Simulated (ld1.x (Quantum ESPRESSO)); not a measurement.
**Cr: excitation energies, all-electron against PAW**

- Element: chromium
- Generator: ld1.x (Quantum ESPRESSO) 7.5
- Type: PAW
- Functional: Wu–Cohen
- Relativity: scalar-relativistic
- Frozen core: [Ar]
- Valence charge: 6
- Reference configuration: 3d5 4s1 4p0
- Partial waves: 4s (bound): rcut 2.30, rcutus 2.55 bohr; 4s channel at 1.75 Ry: rcut 2.30, rcutus 2.55 bohr; 4p (bound, empty): rcut 3.05, rcutus 3.45 bohr; 4p channel at 0.5 Ry: rcut 3.05, rcutus 3.45 bohr; 3d (bound): rcut 1.25, rcutus 1.60 bohr; 3d channel at 0.15 Ry: rcut 1.25, rcutus 1.60 bohr
- Local potential: all-electron potential smoothed inside 1.60 bohr (lloc = -1)
- Core correction: Bessel-smoothed model core inside 1.10 bohr
- Augmentation charge: PSQ, inside the norm-conserving radii

Energies are relative to the spin-unpolarised reference configuration 3d5 4s1 4p0; without spin polarisation the order of configurations can differ from experiment.

| valence configuration | charge | ΔE all-electron (eV) | error AE − PS (meV) |
| --- | --- | --- | --- |
| 3d5 4s0 4p0 | +1 | 6.841 | -9.6 |
| 3d3 4s0 4p0 | +3 | 53.592 | -915 |
| 3d4 4s1 4p0 | +1 | 8.020 | -61 |
| 3d6 4s0 4p0 | 0 | 1.722 | -28 |
| 3d5.5 4s0.5 4p0 | 0 | 0.721 | -9.0 |
| 3d5 4s0.5 4p0 | +0.5 | 2.699 | -2.2 |

What are ΔE and the potential's error for 3d4 4s0 4p0?

ΔE = 22.857 eV all-electron; the error (AE − PS) is -100 meV.

Levels in the configuration 3d5.5 4s0.5 4p0:

```tsv
level	all-electron (eV)	pseudo (eV)
3d	-1.925	-1.918
4s	-3.685	-3.707
```
